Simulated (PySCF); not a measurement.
SeSn, SMILES [Se]=[Sn] (connectivity only; charge and spin as stated), neutral, multiplicity 1.

The structure is a stationary point at r2SCAN-D4/def2-TZVP. The def2 effective core potentials stand for the cores of Sn; spin–orbit coupling is left out.

The numbers are results of PySCF with PBE/def2-TZVPD, not measurements.

The molecule is in vacuum.

Computed frontier levels, gap, dipole moment and polarisability:
| Item | Result |
|---|---|
| highest occupied level | -6.15 eV |
| lowest empty level | -3.22 eV |
| orbital gap | 2.93 eV |
| dipole moment | 2.84 D |
| quadrupole, principal values (traceless, Buckingham form, about the centre of nuclear charge) | -1.68, 0.84, 0.84 D·Å |
| mean static polarisability | 75.9 bohr³ (11.25 Å³) |
| polarisability, principal values | 59.3, 59.3, 109.1 bohr³ |
